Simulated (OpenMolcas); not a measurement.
An atom or ion with 23 electrons was computed by SS-RASPT2, IPEA 0.25 Eh, imaginary shift 0.1 Eh with spin-orbit coupling (OpenMolcas, ANO-RCC-VTZP, DKH2). The lowest levels that the run gave, each within 12 % of the measured value where one is at hand:

| J | Parity | E (cm⁻¹) | g |
| --- | --- | --- | --- |
| 5/2 | even | 0.0 | 2.002 |
| 5/2 | even | 27280 | 0.571 |
| 7/2 | even | 27300 | 0.984 |
| 11/2 | even | 27310 | 1.273 |
| 9/2 | even | 27310 | 1.172 |
| 5/2 | even | 29550 | 1.591 |
| 3/2 | even | 29600 | 1.719 |
| 1/2 | even | 29660 | 2.645 |
| 7/2 | even | 32430 | 1.429 |
| 1/2 | even | 32490 | 0.023 |
| 3/2 | even | 32530 | 1.215 |
| 5/2 | even | 32540 | 1.380 |

Problem. Which ion is it, and what are the configurations and terms?

Solution. Mn2+ (Z = 25, charge +2; active space 5 electrons in 9 orbitals (RAS2 3d 4s; RAS3 4p, at most 2 electrons)). J, parity and g give the terms where levels are pure, and mixed ones are named by the computed weights; the size of the splittings, set against known spectra of the 23-electron sequence, gives the charge. In order, with the measured energies in cm⁻¹ (Corliss and Sugar, J. Phys. Chem. Ref. Data 6, 1253 (1977)): 3d⁵ ⁶S_5/2, 3d⁵ ⁴G_5/2, 3d⁵ ⁴G_7/2 (26860), 3d⁵ ⁴G_11/2, 3d⁵ ⁴G_9/2, 3d⁵ ⁴P_5/2 (29168), 3d⁵ ⁴P_3/2, 3d⁵ ⁴P_1/2, 3d⁵ ⁴D_7/2 (32307), 3d⁵ ⁴D_1/2 (32369), 3d⁵ ⁴D_3/2, 3d⁵ ⁴D_5/2 (32384).

Term energies are means over components that CASPT2 splits; among the terms shown or strongly mixed into the levels shown the widest spread is 81 cm-1 (3d⁵ ⁴G). Over all roots computed the reference weight is 0.87 to 0.95; the roots of lowest weight are the least certain, and an intruder state may touch them. Some high roots are left out of the spin-orbit mixing, which shifts the levels that they would mix with. Terms from blocks run as CI alone lack orbitals of their own. Measured partners are found by configuration, term and J. A level has none where our copy of the source lacks it or the pairing is in doubt (some pairs that miss far off the trend of their configuration count as doubtful), and it then counts in no deviation. Levels of configurations outside the active space are missing.
